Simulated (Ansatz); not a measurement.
A series at In: from trimethylindium, ligands are replaced one by one, each step taking up NH₃ and setting free CH₄; n counts the steps. Ansatz, PBE0-D4/def2-TZVP geometries. Each molecule was computed in one conformer, which needn't be the lowest.

CBS adds triple-zeta CCSD(T) − MP2 to the MP2 limit, frozen cores; atoms without spin–orbit coupling. Elements past krypton have def2 core potentials. Outer-core shells of In are correlated without core-valence functions. Spin–orbit coupling is left out.

| n | molecule | atomization energy, CCSD(T)/CBS (kJ/mol) |
| --- | --- | --- |
| 0 | `[CH3][In]([CH3])[CH3]` | 4510.6 |
| 1 | `[CH3][In]([CH3])[NH2]` | ? |
| 2 | `[CH3][In]([NH2])[NH2]` | 3576.1 |
| 3 | `[NH2][In]([NH2])[NH2]` | 3091.1 |

Problem. By hand: fit a straight line y = ȳ + b (n − n̄) to the 3 given rows and predict n = 1.

Solution. n̄ = 1.667, ȳ = 3725.93; Σ(n − n̄)(y − ȳ) = -2204.17, Σ(n − n̄)² = 4.667, so b = -472.29 kJ/mol a step. Prediction: 3725.93 + (-472.29) × (-0.667) = 4040.9 kJ/mol.

Problem. By hand: compare with the computed value, 4051.6 kJ/mol, and give the steps along the whole series.

Solution. The line misses by 10.7 kJ/mol (computed minus predicted). Steps: -459.0, -475.5, -485.0 kJ/mol.

The steps differ by up to 26.0 kJ/mol, small against a whole step but well beyond the method's doubt, so the ligands' effects don't simply add. The miss is 0.8 % of the series' range. The energies themselves are unsure by some kJ/mol a bond, though much of that is common to the series.
